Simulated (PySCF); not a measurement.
Molecule: C6H11 (charge 0, doublet). It need not be the lowest isomer of its formula. 
Geometry from a B3LYP-D3(BJ)/def2-TZVP (Ansatz) optimisation:
SMILES: C(=C/CCC)/[CH2]
```xyz
17

C      2.5919     0.2335     0.8596
C      1.3396     0.6347     0.0865
C      0.4859    -0.5787    -0.3260
C     -0.7276    -0.1942    -1.1038
C     -1.9937    -0.0024    -0.5716
C     -2.3634    -0.1547     0.7472
H      3.1803     1.1077     1.1441
H      2.3330    -0.3060     1.7739
H      3.2319    -0.4193     0.2612
H      0.7241     1.3065     0.6903
H      1.6193     1.1966    -0.8092
H      0.2080    -1.1354     0.5726
H      1.1070    -1.2507    -0.9275
H     -0.5906    -0.0006    -2.1619
H     -2.7690     0.3033    -1.2682
H     -3.3824     0.0207     1.0613
H     -1.6581    -0.4518     1.5113
```
Charge 0, spin multiplicity 2.

Dispersion corrections to the total energy (kcal/mol) from the dftd3 and dftd4 libraries through PySCF: D3(BJ) without and D4 with the three-body term, each with the damping fitted for the functional named.

```csv
functional,D3(BJ),D4
B2GP-PLYP,-4.36,-3.23
B3LYP,-13.79,[?]
TPSS,-10.30,-10.29
BLYP,[?],-16.86
CAM-B3LYP,-6.18,-6.42
TPSSh,-9.42,-9.40
LC-wPBE,[?],-8.36
```

Task: What belongs in the gaps?

Result: 
- B3LYP, D4: -12.03
- BLYP, D3(BJ): -16.96
- LC-wPBE, D3(BJ): -7.51
